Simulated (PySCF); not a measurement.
## Electron correlation in F⁻ (fluorine, charge -1)

[Ne], closed-shell 1S. All numbers are calculated (PySCF 2.14, scalar relativity by spin-free X2C-1e, in aug-cc-pCVTZ-DK with one added diffuse shell each of s, p, d, f type (8s7p5d3f, 75 functions)). Frozen: nothing; 10 electrons correlated.

```
  level  correlation energy (mhartree)
   CCSD                        -350.20
    (T)                         -11.21
CCSD(T)                        -361.41
```

Diagnostics: T1 = 0.020, D1 = 0.0353, largest double amplitude 0.035.

Problem. Is a single reference adequate?

Solution. Yes: T1 lies below 0.03 and no double amplitude reaches 0.07.
